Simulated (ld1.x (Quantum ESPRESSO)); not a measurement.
# Reading a pseudo-wave (Co)

Columns: radius, all-electron u(r) and pseudo u(r) of the 4p shell (level -14.82 eV) of cobalt in the configuration [Ne] 3s2 3p6 3d7 4s0 4p0; PW91, scalar-relativistic, PAW scheme, ld1.x (Quantum ESPRESSO) 7.5.

```csv
r (bohr),all-electron,pseudo
0.085,0.1367,-0.0371
0.170,0.1503,-0.1406
0.255,0.0362,-0.2894
0.340,-0.1016,-0.4534
0.425,-0.2082,-0.6000
0.510,-0.2676,-0.7010
0.595,-0.2824,-0.7382
0.680,-0.2619,-0.7062
0.765,-0.2164,-0.6126
0.850,-0.1550,-0.4748
0.935,-0.0846,-0.3152
1.020,-0.0102,-0.1557
1.105,0.0647,-0.0129
1.190,0.1376,0.1050
1.275,0.2070,0.1976
1.360,0.2718,0.2705
1.445,0.3314,0.3314
1.530,0.3855,0.3855
1.615,0.4339,0.4339
1.700,0.4766,0.4766
1.785,0.5139,0.5139
1.870,0.5458,0.5458
1.955,0.5727,0.5727
2.040,0.5948,0.5948
2.125,0.6126,0.6126
2.210,0.6262,0.6262
```

Question: How many radial nodes do the two functions have?

Answer: The all-electron 4p function has n − l − 1 = 2; the pseudo-wave has 1, since 1 lower shell of the same l stays in the valence.

Question: At about which radius was the pseudo-wave matched?

Answer: 1.50 bohr, where the columns begin to agree (steps of 0.09 bohr).

Question: Is the pseudo-wave norm-conserving?

Answer: No, it belongs to a PAW set: the norm inside the radius is not constrained, and the difference is carried by the augmentation charge.
